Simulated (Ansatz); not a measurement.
Compare A (`C=C([SiH3])NC`) with its isomer B (`CNC1C[SiH2]1`).

Computed with Ansatz on PBE0-D4/def2-TZVP structures; ΔE is electronic, products minus reactants. CCSD(T)/CBS adds triple-zeta CCSD(T) − MP2 to the extrapolated MP2 energy (def2 sets, frozen cores). Functionals use def2-TZVPP. B3LYP here is the variant with VWN-RPA as its local correlation; programs differ in this. One conformer a species, not always the lowest.

(1) Which isomer does CCSD(T)/CBS put lower? Give the gap. (Estimate.)

(2) Give E(B) − E(A) in kcal/mol with ωB97M-V, r2SCAN-D4, MP2/def2-TZVPP, PBE0-D4, CCSD(T)/def2-TZVPP, B2PLYP, B3LYP. (Estimate.)

Largest T1 diagnostic: 0.012.

Results:

(1) The calculation gave: A, by 13.3 kcal/mol.

(2) The calculation gave: ωB97M-V 12.7, r2SCAN-D4 13.1, MP2/def2-TZVPP 11.9, PBE0-D4 11.5, CCSD(T)/def2-TZVPP 13.6, B2PLYP 15.1, B3LYP 16.1. None reverses the order clearly.

From PBE to PBE0 (25 % exact exchange), in def2-TZVPP and without D4, E(B) − E(A) moves by −1.0 kcal/mol. In def2-TZVPP, CCSD(T) changes the Hartree–Fock value by −5.7 kcal/mol (the triples alone add +0.0 kcal/mol) and MP2 by −7.4 kcal/mol.
